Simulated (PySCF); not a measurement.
CH3O3Re (SMILES [CH3][Re](=[O])(=[O])=[O]), singlet, geometry from GFN2-xTB (such geometries of metal compounds can be far from the true shape) (core potentials on Re), atoms displaced at random by about 0.05 Å a coordinate; HF/def2-SV(P) (PySCF).

Here is a job for PySCF.
```python
from pyscf import gto, scf
from pyscf.geomopt import geometric_solver

mol = gto.M(
    atom='''
Re    0.07709249   -0.15336260   -0.07088846
O     1.18178993    0.70686162   -0.92963093
O     0.43181408   -0.75487803    1.36114883
O    -1.34290918   -0.64511833   -0.87842252
C    -0.87822767    1.64924834    0.83451612
H    -0.18357145    2.22682809    1.36439880
H    -1.71210970    1.23138601    1.48373869
H    -1.32816522    2.22518872   -0.05417969
''',
    basis='def2-sv(p)',
    ecp={'Re': 'def2-sv(p)'},
    verbose=3,
)

def method(m):
    mf = scf.RHF(m)
    return mf

conv, mol_eq = geometric_solver.kernel(method(mol), maxsteps=100, trust=0.5, tmax=0.5)
print('optimisation converged:', conv)
print(mol_eq.tostring(format='xyz'))
mf = method(mol_eq)
mf.kernel()
```

Problem. Predict the main parts of the log of this PySCF run.

Solution. 
```
Custom engine selected.
Bonds will be generated from interatomic distances less than 1.20 times sum of covalent radii
24 internal coordinates being used (instead of 24 Cartesians)
Internal coordinate system (atoms numbered from 1):
Distance 1-2
Distance 1-3
Distance 1-4
Distance 1-5
Distance 5-6
Distance 5-7
Distance 5-8
Angle 2-1-4
Angle 2-1-5
Angle 3-1-4
Angle 3-1-5
Angle 4-1-5
Angle 1-5-6
Angle 1-5-7
Angle 1-5-8
Angle 6-5-7
Angle 6-5-8
Angle 7-5-8
Out-of-Plane 1-2-3-4
Dihedral 2-1-5-6
Dihedral 2-1-5-7
Dihedral 2-1-5-8
Dihedral 3-1-5-6
Dihedral 3-1-5-7
Dihedral 3-1-5-8
Dihedral 4-1-5-6
Dihedral 4-1-5-7
Dihedral 4-1-5-8
Translation-X 1-8
Translation-Y 1-8
Translation-Z 1-8
Rotation-A 1-8
Rotation-B 1-8
Rotation-C 1-8
<class 'geometric.internal.Distance'> : 7
<class 'geometric.internal.Angle'> : 11
<class 'geometric.internal.OutOfPlane'> : 1
<class 'geometric.internal.Dihedral'> : 9
<class 'geometric.internal.TranslationX'> : 1
<class 'geometric.internal.TranslationY'> : 1
<class 'geometric.internal.TranslationZ'> : 1
<class 'geometric.internal.RotationA'> : 1
<class 'geometric.internal.RotationB'> : 1
<class 'geometric.internal.RotationC'> : 1
> ===== Optimization Info: ====
> Job type: Energy minimization
> Maximum number of optimization cycles: 100
> Initial / maximum trust radius (Angstrom): 0.500 / 0.500
> Convergence Criteria:
> Will converge when all 5 criteria are reached:
>  |Delta-E| < 1.00e-06
>  RMS-Grad  < 3.00e-04
>  Max-Grad  < 4.50e-04
>  RMS-Disp  < 1.20e-03
>  Max-Disp  < 1.80e-03
> === End Optimization Info ===

Geometry optimization cycle 1
Cartesian coordinates (Angstrom)
 Atom        New coordinates             dX        dY        dZ
  Re   0.077092  -0.153363  -0.070888    0.000000  0.000000  0.000000
   O   1.181790   0.706862  -0.929631    0.000000  0.000000  0.000000
   O   0.431814  -0.754878   1.361149    0.000000  0.000000 -0.000000
   O  -1.342909  -0.645118  -0.878423    0.000000  0.000000  0.000000
   C  -0.878228   1.649248   0.834516    0.000000  0.000000  0.000000
   H  -0.183571   2.226828   1.364399    0.000000  0.000000  0.000000
   H  -1.712110   1.231386   1.483739    0.000000  0.000000  0.000000
   H  -1.328165   2.225189  -0.054180    0.000000  0.000000  0.000000

WARN: Mole.unit (angstrom) is changed to Bohr

converged SCF energy = -341.357885973389
--------------- RHF_Scanner gradients ---------------
         x                y                z
0 Re     0.1253087926    -0.0764406812     0.0870957096
1 O    -0.0691869509    -0.0321818869     0.0419061156
2 O    -0.0496266603     0.0761938342    -0.1437693612
3 O    -0.0010157966     0.0136297392     0.0019420293
4 C     0.0602216637     0.0270191710     0.0440886475
5 H    -0.0250933824    -0.0135034745    -0.0165254097
6 H    -0.0244839374    -0.0130258911     0.0158770106
7 H    -0.0161237287     0.0183091892    -0.0306147417
----------------------------------------------
cycle 1: E = -341.357885973  dE = -341.358  norm(grad) = 0.275277
Step    0 : Gradient = 9.733e-02/1.707e-01 (rms/max) Energy = -341.3578859734
[...]
Geometry optimization cycle 2
Cartesian coordinates (Angstrom)
 Atom        New coordinates             dX        dY        dZ
  Re  -0.073936  -0.011317  -0.045983   -0.151029  0.142046  0.024905
   O   1.322693   0.612683  -0.886706    0.140904 -0.094179  0.042925
   O   0.626134  -0.874890   1.322860    0.194320 -0.120012 -0.038289
   O  -1.375361  -0.713289  -0.908817   -0.032452 -0.068171 -0.030395
   C  -0.958265   1.682793   0.815136   -0.080038  0.033545 -0.019380
   H  -0.181804   2.224434   1.355365    0.001768 -0.002394 -0.009033
   H  -1.741965   1.309879   1.458241   -0.029855  0.078493 -0.025497
   H  -1.371784   2.255862   0.000585   -0.043618  0.030673  0.054764
converged SCF energy = -341.376676410736
--------------- RHF_Scanner gradients ---------------
         x                y                z
0 Re    -0.0999187126     0.0361422640    -0.0257223406
[...]
Step    2 : Displace = 1.294e-01/2.304e-01 (rms/max) Trust = 5.000e-01 (=) Grad = 1.852e-02/4.100e-02 (rms/max) E (change) = -341.3917427520 (-1.507e-02) Quality = 0.759
converged SCF energy = -341.395879568787
Step    3 : Displace = 7.770e-02/1.359e-01 (rms/max) Trust = 5.000e-01 (=) Grad = 1.548e-02/2.647e-02 (rms/max) E (change) = -341.3958795688 (-4.137e-03) Quality = 0.727
converged SCF energy = -341.396898619539
Step    4 : Displace = 1.321e-02/2.711e-02 (rms/max) Trust = 5.000e-01 (=) Grad = 5.601e-03/1.114e-02 (rms/max) E (change) = -341.3968986195 (-1.019e-03) Quality = 0.773
converged SCF energy = -341.397003264601
Step    5 : Displace = 5.654e-03/1.009e-02 (rms/max) Trust = 5.000e-01 (=) Grad = 1.947e-03/4.127e-03 (rms/max) E (change) = -341.3970032646 (-1.046e-04) Quality = 0.768
converged SCF energy = -341.397016801606
Step    6 : Displace = 2.461e-03/3.408e-03 (rms/max) Trust = 5.000e-01 (=) Grad = 3.198e-04/7.093e-04 (rms/max) E (change) = -341.3970168016 (-1.354e-05) Quality = 0.922
converged SCF energy = -341.397018465142
Step    7 : Displace = 1.590e-03/2.105e-03 (rms/max) Trust = 5.000e-01 (=) Grad = 1.851e-04/3.054e-04 (rms/max) E (change) = -341.3970184651 (-1.664e-06) Quality = 1.115
converged SCF energy = -341.397020612569
Step    8 : Displace = 2.612e-03/3.737e-03 (rms/max) Trust = 5.000e-01 (=) Grad = 2.160e-04/4.635e-04 (rms/max) E (change) = -341.3970206126 (-2.147e-06) Quality = 1.678
converged SCF energy = -341.397025600641
[...]
cycle 10: E = -341.397025601  dE = -4.98807e-06  norm(grad) = 0.000916373
Step    9 : Displace = 1.054e-02/1.495e-02 (rms/max) Trust = 5.000e-01 (=) Grad = 3.240e-04/5.667e-04 (rms/max) E (change) = -341.3970256006 (-4.988e-06) Quality = 1.245
[...]
Geometry optimization cycle 11
Cartesian coordinates (Angstrom)
 Atom        New coordinates             dX        dY        dZ
  Re  -0.011168  -0.028021  -0.028180    0.000140 -0.000187 -0.000046
   O   1.211478   0.637492  -0.981443   -0.002427 -0.000117 -0.003027
   O   0.524985  -0.883751   1.323249    0.003517  0.001925 -0.000210
   O  -1.263549  -0.763223  -0.886513   -0.000882 -0.002219  0.003155
   C  -0.939656   1.670951   0.816476   -0.000065  0.000375  0.000163
   H  -0.197076   2.219524   1.397853   -0.001393 -0.003100  0.005055
   H  -1.754820   1.338254   1.460612   -0.003986  0.000227 -0.004750
   H  -1.324480   2.294927   0.008628    0.005097  0.003096 -0.000340
converged SCF energy = -341.397026703622
--------------- RHF_Scanner gradients ---------------
         x                y                z
0 Re    -0.0002636816    -0.0000035067     0.0000661305
1 O     0.0001765885     0.0000853000    -0.0001245080
2 O     0.0000477899    -0.0000512441     0.0000753593
3 O     0.0000309606     0.0000039392     0.0000011405
4 C    -0.0000978641    -0.0001485705    -0.0001196690
5 H     0.0000123259     0.0000458985     0.0000165065
6 H     0.0000417980     0.0000423990     0.0000351921
7 H     0.0000520828     0.0000257844     0.0000498480
----------------------------------------------
cycle 11: E = -341.397026704  dE = -1.10298e-06  norm(grad) = 0.000445631
Step   10 : Displace = 4.449e-03/6.221e-03 (rms/max) Trust = 5.000e-01 (=) Grad = 1.576e-04/2.719e-04 (rms/max) E (change) = -341.3970267036 (-1.103e-06) Quality = 1.234
[...]
Geometry optimization cycle 12
Cartesian coordinates (Angstrom)
 Atom        New coordinates             dX        dY        dZ
  Re  -0.011028  -0.028018  -0.028186    0.000140  0.000003 -0.000005
   O   1.210961   0.637451  -0.982014   -0.000517 -0.000041 -0.000571
   O   0.525622  -0.883314   1.323264    0.000637  0.000437  0.000016
   O  -1.263901  -0.763379  -0.885761   -0.000352 -0.000156  0.000752
   C  -0.939527   1.671131   0.816566    0.000129  0.000180  0.000089
   H  -0.197310   2.218988   1.398955   -0.000234 -0.000536  0.001103
   H  -1.755550   1.337994   1.459421   -0.000730 -0.000260 -0.001191
   H  -1.323553   2.295299   0.008436    0.000927  0.000372 -0.000192
converged SCF energy = -341.397026871961
--------------- RHF_Scanner gradients ---------------
         x                y                z
0 Re    -0.0000055599     0.0000096602    -0.0000125100
1 O     0.0000028907     0.0000082941    -0.0000035730
2 O     0.0000057865    -0.0000098825     0.0000205621
3 O    -0.0000026014    -0.0000059900    -0.0000027809
4 C    -0.0000378517    -0.0000242478    -0.0000230286
5 H     0.0000078099     0.0000048647     0.0000025153
6 H     0.0000120731     0.0000094977     0.0000089216
7 H     0.0000174529     0.0000078037     0.0000098934
----------------------------------------------
cycle 12: E = -341.397026872  dE = -1.6834e-07  norm(grad) = 6.63018e-05
Step   11 : Displace = 9.079e-04/1.418e-03 (rms/max) Trust = 5.000e-01 (=) Grad = 2.344e-05/5.051e-05 (rms/max) E (change) = -341.3970268720 (-1.683e-07) Quality = 1.135
[...]
Converged! =D

optimisation converged: True
8
XYZ from PySCF
Re         -0.01102841       -0.02801771       -0.02818570
O           1.21096093        0.63745132       -0.98201447
O           0.52562171       -0.88331369        1.32326420
O          -1.26390132       -0.76337916       -0.88576101
C          -0.93952693        1.67113143        0.81656550
H          -0.19731015        2.21898837        1.39895518
H          -1.75554963        1.33799380        1.45942120
H          -1.32355291        2.29529946        0.00843594
converged SCF energy = -341.397026872159
```
